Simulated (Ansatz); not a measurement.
Coupled-cluster diagnostics for the cluster Te2Pt, Ansatz.

Geometry of the singlet (PBE0-D4/def2-TZVP):

Cartesian coordinates in Å:
```
Pt -0.009 0.336 0.283
Te -1.416 0.954 -1.520
Te 1.425 -1.289 1.237
```

In the def2 sets Pt, Te take a core potential; there is no spin–orbit coupling. Correlated methods freeze 8 core orbitals; core or outer-core shells of Pt, Te are correlated, in sets that lack core-valence functions. Another isomer (triplet) lies 0.66 eV lower at PBE0-D4/def2-TZVP; other spin states weren't run for this one.

(1) Estimate the CCSD(T) correlation energy, the shares of MP2 and (T), T1 and the reference's ⟨S²⟩ for: charge 0, singlet, own geometry in def2-TZVPP; and the rough time on 2 threads of Arm Neoverse V2 on a shared host.

Results:

(1) 
| state | basis | correlation (eV) | MP2 share (%) | (T) share (%) | T1 | ⟨S²⟩ (pure) | wall time | remarks |
| --- | --- | --- | --- | --- | --- | --- | --- | --- |
| charge 0, singlet, own geometry | def2-TZVPP | -42.358 | 106.4 | 5.1 | 0.022 | 0.00 (0.00) | 5.4 min | flagged by the program, stability undecided |
Customary marks for T1 are 0.02 (closed shells), 0.045 (open shells) and about 0.05 (3d metals). T1 exceeds 0.02 in 1 of 1 rows and 0.045 in 0; the higher it lies, the less the single-reference result can be trusted.
